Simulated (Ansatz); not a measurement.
NbS₄. The state is a doublet with charge 0. Geometry PBE0-D4/def2-SVP.

Cartesian coordinates in Å:
```
Nb 0.137 -0.359 0.816
S -0.154 0.618 -1.376
S -1.667 -1.045 1.758
S 1.048 -1.120 -1.300
S 0.637 1.906 0.102
```

In the def2 sets Nb takes a core potential; there is no spin–orbit coupling. HSE06 is defined as in plane-wave codes, on full-range PBE exchange. No other spin state of charge 0 was run. Another isomer (doublet) lies 0.09 eV lower at PBE0-D4/def2-TZVP; other spin states weren't run for this one.

(1) Estimate the α-spin orbital energies around the gap (eV) in Ansatz with PBE-D4/def2-TZVP, r2SCAN-D4/def2-TZVP, r2SCANh-D4/def2-TZVP, PBE0-D4/def2-TZVP, HSE06-D4/def2-TZVP.

Answers

(1) 
| orbital | PBE-D4/def2-TZVP | r2SCAN-D4/def2-TZVP | r2SCANh-D4/def2-TZVP | PBE0-D4/def2-TZVP | HSE06-D4/def2-TZVP |
| --- | --- | --- | --- | --- | --- |
| HOMO−5 | -7.13 | -7.41 | -7.88 | -8.36 | -7.96 |
| HOMO−4 | -7.10 | -7.37 | -7.77 | -8.22 | -7.83 |
| HOMO−3 | -6.94 | -7.22 | -7.62 | -8.04 | -7.65 |
| HOMO−2 | -6.54 | -6.76 | -7.16 | -7.62 | -7.23 |
| HOMO−1 | -6.31 | -6.57 | -6.96 | -7.38 | -7.00 |
| HOMO | -4.72 | -5.15 | -5.67 | -6.16 | -5.75 |
| LUMO | -4.34 | -4.32 | -4.04 | -3.62 | -3.99 |
| LUMO+1 | -3.65 | -3.62 | -3.33 | -2.87 | -3.24 |
| LUMO+2 | -2.92 | -2.85 | -2.57 | -2.21 | -2.58 |
| LUMO+3 | -2.62 | -2.56 | -2.26 | -1.84 | -2.22 |
| LUMO+4 | -2.23 | -2.05 | -1.74 | -1.38 | -1.76 |
| LUMO+5 | -1.84 | -1.72 | -1.41 | -0.99 | -1.37 |
| β HOMO | -6.33 | -6.60 | -7.00 | -7.42 | -7.03 |
| β LUMO | -3.93 | -3.80 | -3.50 | -3.15 | -3.52 |
